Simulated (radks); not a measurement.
The potassium ion K3+, configuration [Ne] 3s2 3p4. Calculated with a radial shooting solver on a logarithmic mesh with Libxc functionals: scalar-relativistic Kohn-Sham, LDA (Slater exchange, Perdew-Wang correlation), spin-unpolarised, spherical densities, finite nucleus; Fermi nuclear charge, rms radius 3.4349 fm. Some entries of the table are withheld. Estimate them.

orbital,occ.,eigenvalue (eV),<1/r> (bohr^-1)
1s,2,-3555.520,18.67
2s,2,-394.7255,3.792
2p,6,-322.6900,(1)
3s,2,-72.2563,1.164
3p,4,(2),1.055

Answer. 
(1) 2p <1/r> (bohr^-1): 3.703
(2) 3p eigenvalue (eV): -54.8407
